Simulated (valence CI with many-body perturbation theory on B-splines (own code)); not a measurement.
## Hyperfine factors and g values of Pb10+

Calculated by configuration interaction combined with many-body perturbation theory (CI+MBPT): four valence electrons over a frozen Dirac-Fock core [Xe] 4f14, radial functions for each j: 9 s, 9 p, 10 d, 8 f, 5 g, 3 h, 1 i, with the one-electron correlation potential Σ1 (screened to all orders), the two-electron term Σ2, the three-electron term Σ3, Breit, model QED; selected single and double excitations, second order for the rest, scaled by the run's own slope (own B-spline code, finite nucleus).

No measured spectrum was set against this ion. As an estimate, terms of the open shell hold to 2 to 4 % of their energy, and close levels can change places. Core correlation moves these levels by up to 16000 cm⁻¹, and in measured spectra 5 to 20 % of such shifts remained as error; rates that hang on mixing are uncertain with them. The list stops below the first excitations out of the core. Only levels of the ground parity were solved; by the run's estimate the other parity begins above the list, which can be wrong where configurations are misplaced.

A/g_I is the dipole constant over the nuclear g factor μ/I (μ in nuclear magnetons, uniformly magnetised nucleus), B/Q the quadrupole constant per barn. Both hold the static response of the core; the bare values leave it out. Large factors of s and p1/2 electrons are usually good to 5 to 10 %; those of open d and f shells near neutrality can be off by tens of per cent, and small factors of p3/2, d and f electrons come from cancelling terms and can be off by a factor of two or in sign, in half-filled shells by more. B is blank for J = 1/2, where it vanishes, and for nearly pure S terms. Energies count from the lowest level. Levels with J = 0 are left out.

Levels are named by their leading jj configuration (3d3/2^4 stands for four electrons in 3d with j = 3/2), which in mixed levels can hold well under half, so a name can repeat and another be missing. Letters in brackets count levels of one name in rising energy.

| Level | E (cm⁻¹) | g | A/g_I (MHz) | A/g_I bare | B/Q (MHz/b) | B/Q bare |
| --- | --- | --- | --- | --- | --- | --- |
| (5d3/2^3 5d5/2) J=1 | 17684 | 1.499 | -1650 | -261 | 1130 | 979 |
| (5d3/2^3 5d5/2) J=2 | 28477 | 1.404 | -259 | 1080 | 1570 | 1350 |
| (5d3/2^3 5d5/2) J=4 | 33502 | 1.166 | 1850 | 2580 | -867 | -936 |
| (5d3/2^3 5d5/2) J=3 | 34164 | 1.328 | 666 | 1890 | 431 | 282 |
| (5d3/2^2 5d5/2^2) J=4 [a] | 51153 | 1.138 | 1690 | 2210 | -1110 | -1070 |
| (5d3/2^2 5d5/2^2) J=3 [a] | 54994 | 1.000 | 2320 | 2330 | 712 | 641 |
| (5d3/2^2 5d5/2^2) J=2 [a] | 55302 | 0.990 | 1970 | 1800 | 2260 | 2050 |
| (5d3/2^2 5d5/2^2) J=5 | 59775 | 1.080 | 2150 | 2510 | 2610 | 2270 |
| (5d3/2^2 5d5/2^2) J=1 | 62012 | 1.250 | 1410 | 2440 | 30.7 | -9.91 |
| (5d3/2^2 5d5/2^2) J=6 | 63857 | 1.098 | 2170 | 2630 | 2980 | 2560 |
| (5d3/2^2 5d5/2^2) J=4 [b] | 68680 | 1.030 | 2620 | 2870 | -1230 | -1050 |
| (5d3/2^2 5d5/2^2) J=2 [b] | 69803 | 1.148 | 1750 | 2330 | 750 | 641 |
| (5d3/2^2 5d5/2^2) J=3 [b] | 70200 | 1.154 | 1970 | 2670 | 1140 | 1000 |
| (5d3/2 5d5/2^3) J=4 [a] | 79105 | 1.202 | 1140 | 1830 | 772 | 695 |
| (5d3/2^2 5d5/2^2) J=2 [c] | 83621 | 1.045 | 2980 | 3430 | 52.5 | -4.14 |
| (5d3/2 5d5/2^3) J=3 [a] | 85213 | 1.113 | 1380 | 1670 | 390 | 424 |
| (5d3/2 5d5/2^3) J=5 | 90619 | 1.152 | 1590 | 2160 | -1880 | -1680 |
| (5d3/2 5d5/2^3) J=1 [a] | 91269 | 0.786 | 3730 | 2990 | 1040 | 883 |
| (5d3/2 5d5/2^3) J=6 | 92720 | 1.067 | 2190 | 2500 | 3960 | 3570 |
| (5d3/2^2 5d5/2^2) J=4 [c] | 93962 | 1.116 | 1640 | 2040 | 2440 | 2130 |
| (5d3/2^2 5d5/2^2) J=2 [d] | 97478 | 1.342 | 565 | 1820 | -662 | -600 |
| (5d3/2 5d5/2^3) J=3 [b] | 103990 | 1.085 | 2040 | 2400 | 1930 | 1830 |
| (5d3/2 5d5/2^3) J=2 | 104180 | 0.989 | 2800 | 2890 | 2170 | 1900 |
| (5d3/2 5d5/2^3) J=3 [c] | 119240 | 1.066 | 2340 | 2680 | 3840 | 3350 |
| (5d3/2 5d5/2^3) J=1 [b] | 119660 | 1.464 | -1080 | 352 | -1590 | -1360 |
| (5d3/2 5d5/2^3) J=4 [b] | 121310 | 1.045 | 2240 | 2440 | 2110 | 1970 |
| (5d5/2^4) J=2 [a] | 122780 | 1.070 | 2260 | 2590 | -622 | -502 |
| (5d5/2^4) J=4 | 126530 | 1.149 | 1580 | 2120 | -1560 | -1380 |
| (5d5/2^4) J=2 [b] | 145420 | 1.006 | 2230 | 2230 | -1930 | -1760 |
| (5d3/2^3 6s) J=1 | 330920 | 0.171 | -23200 | -22200 | -1270 | -1140 |
| (5d3/2^3 6s) J=2 | 335780 | 1.034 | 28200 | 25900 | -2540 | -2290 |
| (5d3/2^2 5d5/2 6s) J=3 [a] | 352440 | 1.236 | 17400 | 16500 | -1300 | -1220 |
| (5d3/2^2 5d5/2 6s) J=2 [a] | 357080 | 1.091 | -1280 | -610 | -680 | -654 |
| (5d3/2^2 5d5/2 6s) J=4 [a] | 361950 | 1.249 | 13200 | 12900 | 229 | 87.1 |
| (5d3/2^2 5d5/2 6s) J=1 [a] | 363640 | 1.916 | 16300 | 16700 | 602 | 493 |

Take the isotope of mass number 207, with I = 1/2, μ = 0.5906 μN. What is the hyperfine structure of (5d3/2^2 5d5/2^2) J=3 [a]?

From the table A = 2740 MHz. Shifts from the centre of gravity in MHz: F = 5/2: -5480, F = 7/2: 4110.
